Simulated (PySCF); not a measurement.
GeH6P2, SMILES [PH2][GeH2][PH2].

Coordinates come from a PBE-D3(BJ)/def2-SVP optimisation. The structure was generated by enumeration, and PubChem lists no compound with its InChIKey, so it may never have been made. One conformer was computed; it need not be the lowest.

Level of theory: TDDFT-B3LYP/def2-SVPD (PySCF).

Vertical excitations. The molecule is in vacuum. State labels are in the subgroup C2.

| state | symmetry | energy (eV) | λ (nm) | f | main pairs |
|---|---|---|---|---|---|
| S1 | B | 5.40 | 229 | 0.158 | HOMO→LUMO 89 % |
| S2 | B | 6.04 | 205 | 0.341 | HOMO→LUMO+1 88 % |
| S3 | A | 6.09 | 204 | 0.000 | HOMO→LUMO+2 96 % |
| S4 | B | 6.18 | 201 | 0.014 | HOMO→LUMO+4 98 % |
| S5 | A | 6.22 | 199 | 0.001 | HOMO→LUMO+3 98 % |
| S6 | A | 6.64 | 187 | 0.002 | HOMO−2→LUMO 59 %, HOMO−1→LUMO 39 % |
| S7 | B | 6.85 | 181 | 0.002 | HOMO→LUMO+5 97 % |
| S8 | A | 6.87 | 181 | 0.007 | HOMO→LUMO+6 90 % |
| S9 | A | 6.87 | 180 | 0.103 | HOMO−1→LUMO 51 %, HOMO−2→LUMO 34 % |
| S10 | A | 7.30 | 170 | 0.018 | HOMO→LUMO+7 49 %, HOMO−1→LUMO+1 48 % |
| T1 | B | 4.34 | 286 | 0 | HOMO→LUMO 96 % |
| T2 | A | 5.47 | 227 | 0 | HOMO→LUMO+2 85 % |
| T3 | B | 5.56 | 223 | 0 | HOMO→LUMO+4 83 % |
| T4 | A | 5.64 | 220 | 0 | HOMO−1→LUMO 68 %, HOMO→LUMO+3 15 %, HOMO→LUMO+7 12 % |
Triplets are in the Tamm–Dancoff approximation, which puts them higher than full response would, so one can lie above its singlet here.
